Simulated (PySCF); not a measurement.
C2H8BNOS. Atoms are numbered in the order given.

```xyz
14

B      0.0407     0.5465     0.1507
N     -0.7465    -0.5542    -0.2538
C     -2.1808    -0.4370    -0.4198
C     -0.2321    -1.8738    -0.5349
H     -2.4824    -0.6792    -1.4568
H     -2.7176    -1.1344     0.2516
H     -2.5064     0.5853    -0.1923
H     -0.6829    -2.6317     0.1343
H     -0.4557    -2.1782    -1.5754
H      0.8578    -1.9119    -0.4005
O     -0.5786     1.7514     0.3849
H      0.0184     2.4527     0.6600
S      1.8716     0.3076     0.3461
H      2.1512     1.5760     0.7129
```
Charge 0, spin multiplicity 1.

Geometry optimised at r2SCAN-D4/def2-SVP. Other conformers were not sampled.

These are r2SCAN/def2-TZVP (PySCF) values and carry that method's errors.

Isolated molecule, no solvent.

- total energy = -634.10242 hartree
- highest occupied level = -5.57 eV
- lowest empty level = -0.19 eV
- orbital gap = 5.38 eV
- dipole moment = 0.71 D
- quadrupole, principal values (traceless, Buckingham form, about the centre of nuclear charge) = -6.87, -5.33, 12.20 D·Å
- mean static polarisability = 71.4 bohr³ (10.58 Å³)
- polarisability, principal values = 54.3, 71.0, 88.9 bohr³
